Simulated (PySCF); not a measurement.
W₂O₆, optimised at GFN2-xTB:

```xyz
8

O     -1.6957    -2.1457     0.0565
W     -1.3130    -0.4984     0.1326
O     -2.6673     0.4895     0.3681
O     -0.1704     0.0954    -1.3266
W      1.2931     0.4907    -0.1063
O      1.6758     2.1380    -0.0301
O      2.6474    -0.4972    -0.3417
O      0.1505    -0.1031     1.3530
```

Method: PySCF energies (xtb for GFN2) plus ideal-gas RRHO corrections (1 bar). All species are closed-shell singlets. W: scalar-relativistic def2 core potential, no spin-orbit coupling. W₂O₆: computed as isolated molecules; such fragments, hydroxides, amides, oligomers or adducts are transient or little studied in the gas.

Q: List the harmonic frequencies (cm⁻¹, unscaled) at this level and at the other levels, each on its own geometry.

A: 
- GFN2-xTB: 61, 110, 125, 127, 131, 154, 226, 232, 244, 255, 262, 277, 361, 381, 793, 799, 807, 808
- PBE/def2-SVP: 70, 135, 140, 159, 162, 190, 264, 298, 321, 338, 496, 626, 677, 689, 962, 968, 980, 995
- PBE0/def2-TZVP: 78, 149, 160, 168, 191, 207, 287, 326, 336, 356, 526, 662, 714, 730, 1016, 1022, 1048, 1065
